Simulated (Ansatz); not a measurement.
```yaml
crystal:
  periodic: [false, false, false]
  atoms:
    - {symbol: C, position_ang: [-1.799810, -0.619635, 0.621956]}
    - {symbol: C, position_ang: [-0.580078, -0.638196, -0.580606]}
    - {symbol: Al, position_ang: [1.196823, 0.548622, -0.133708]}
    - {symbol: O, position_ang: [2.698919, 0.709123, -1.292813]}
    - {symbol: O, position_ang: [1.280758, 1.493583, 1.510876]}
    - {symbol: H, position_ang: [-2.209214, 0.514220, 0.830999]}
    - {symbol: H, position_ang: [-2.763889, -1.306257, 0.304301]}
    - {symbol: H, position_ang: [-1.384047, -1.042567, 1.692097]}
    - {symbol: H, position_ang: [-0.218507, -1.792286, -0.800862]}
    - {symbol: H, position_ang: [-1.035791, -0.248545, -1.653724]}
    - {symbol: H, position_ang: [2.775450, 0.228796, -2.245197]}
    - {symbol: H, position_ang: [2.125626, 2.091430, 1.784762]}
basis:
  gaussian: {orbitals: "6-31G*"}
hamiltonian: {xc: {name: r2SCAN50}, dispersion: d4}
output: {forces: true}
```

```sh
$ ansatz run in.yaml --threads 4 --pin off --events-out ev --progress --plain --max-ram 10444MiB
```

It prints (some lines left out):

```
Functional definition: r2SCAN50
927 factors; integrals over basis functions are off by at most 7.7e-4 eV
mean field evaluation 1: about -12864.3145 eV, gradient 6.3e1 eV
mean field evaluation 2: about -12860.2369 eV, gradient 7.9e1 eV
mean field evaluation 4: about -12871.9456 eV, gradient 2.6e0 eV
mean field evaluation 8: about -12871.9873 eV, gradient 1.0e-1 eV
mean field evaluation 16: about -12871.9874 eV, gradient 3.0e-5 eV
mean field -12871.98736076 eV, -473.0368105616 hartree, gradient 3.0e-5 eV, S^2 0.000000; 0 other end points of the search recorded, 0 dependent functions left out
reference -12871.98736885 eV, -473.0368108587 hartree; 24, 24 occupied and 69, 69 virtual orbitals, 927 factors
Total energy: -12872.05262088 eV, -473.0392088267 hartree
Atom 0 at    -1.799810    -0.619635     0.621956 Å, force    -0.132947     0.090828     0.291021 eV/Å
Atom 1 at    -0.580078    -0.638196    -0.580606 Å, force    -0.794221    -0.720100    -0.540138 eV/Å
Atom 2 at     1.196823     0.548622    -0.133708 Å, force     1.110233     0.821350     0.429386 eV/Å
Atom 3 at     2.698919     0.709123    -1.292813 Å, force    -2.252141    -2.063972    -1.597277 eV/Å
Atom 4 at     1.280758     1.493583     1.510876 Å, force     3.090050     0.605512    -1.886483 eV/Å
Atom 5 at    -2.209214     0.514220     0.830999 Å, force     1.270061    -3.204637    -0.723916 eV/Å
Atom 6 at    -2.763889    -1.306257     0.304301 Å, force     2.828270     1.922665     0.766302 eV/Å
Atom 7 at    -1.384047    -1.042567     1.692097 Å, force    -1.052928     1.178056    -3.148462 eV/Å
Atom 8 at    -0.218507    -1.792286    -0.800862 Å, force    -1.078559     3.168002     0.733046 eV/Å
Atom 9 at    -1.035791    -0.248545    -1.653724 Å, force     1.148260    -1.037404     3.056511 eV/Å
Atom 10 at     2.775450     0.228796    -2.245197 Å, force    -0.701977     1.899232     4.152163 eV/Å
Atom 11 at     2.125626     2.091430     1.784762 Å, force    -3.434102    -2.659533    -1.532153 eV/Å
Dipole moment:    -0.048037    -0.200506    -0.320686 e Å
```

Run time 2.3 s (4 threads of an Arm Neoverse V1 on a shared host); peak host memory 0.46 GiB.
